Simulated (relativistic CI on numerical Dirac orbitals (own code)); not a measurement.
**Sensitivity of the levels of Sm XXVI to α and to the nuclear radius**

Method of calculation: Dirac-Coulomb-Breit CI, KLI orbitals optimised for each configuration, derivatives by finite differences, unscaled Slater integrals, QED left out (own radial code, finite nucleus).

Configurations in the expansion (outside the closed core [Ar] 3d10): 4s2 4p6 4d, 4s2 4p5 4d2, 4s2 4p6 4f, 4s 4p6 4d2, 4s2 4p5 4d 4f, 4s 4p6 4d 4f. Double excitations out of closed p, d and f shells are left out; levels of such configurations are missing from the list, as are those of other unlisted configurations, and high levels can miss mixing partners.

With x = (α/α₀)² − 1 an excitation energy changes as ω = ω₀ + qx; K = 2q/ω₀ is the relative enhancement. Terms are leading LS components, so labels can repeat. The field-shift factor is F = δν/δ⟨r²⟩ for the transition from the lowest level.

Lowest level 4s2 4p6 4d 2D_3/2.

```
               Level  ω₀ (cm⁻¹)  q (cm⁻¹)       K  F (GHz/fm²)
   4s2 4p6 4d 2D_5/2      55216     55370    2.01        0.842
 4s2 4p5 4d2 4D°_1/2     872898     35560  0.0815         3.86
 4s2 4p5 4d2 4D°_3/2     877468     31450  0.0717         3.81
 4s2 4p5 4d2 4F°_5/2     896733     35500  0.0792         3.83
 4s2 4p5 4d2 4G°_7/2     911080     30800  0.0676         3.37
 4s2 4p5 4d2 4D°_5/2     922910     71510   0.155         4.29
 4s2 4p5 4d2 4D°_7/2     937211     84240    0.18          4.2
 4s2 4p5 4d2 4G°_9/2     939402     78930   0.168         3.97
 4s2 4p5 4d2 4P°_3/2     945879     46030  0.0973         3.57
 4s2 4p5 4d2 2D°_3/2     954184     78560   0.165         4.45
 4s2 4p5 4d2 4P°_5/2     955280     82820   0.173          4.5
4s2 4p5 4d2 4G°_11/2     957178     92810   0.194         4.14
 4s2 4p5 4d2 2G°_7/2     972886     77420   0.159         4.58
 4s2 4p5 4d2 4P°_1/2     981774     85560   0.174         4.24
 4s2 4p5 4d2 2F°_7/2     995542     85400   0.172         4.68
 4s2 4p5 4d2 2D°_5/2     997736     91860   0.184         4.68
 4s2 4p5 4d2 4F°_9/2    1004282    102200   0.203         4.91
4s2 4p5 4d2 2H°_11/2    1008117    115200   0.228         4.63
 4s2 4p5 4d2 2D°_3/2    1008319     85800    0.17         4.43
 4s2 4p5 4d2 2D°_5/2    1015541    126100   0.248         5.04
 4s2 4p5 4d2 2F°_7/2    1020182    122400    0.24         4.88
 4s2 4p5 4d2 2F°_5/2    1034959     88030    0.17         4.58
 4s2 4p5 4d2 2G°_9/2    1042009    110200   0.211         5.04
```

At this charge energies of transitions that change n are usually good to better than 1 %, and those within a shell (Δn = 0) to a few per cent.
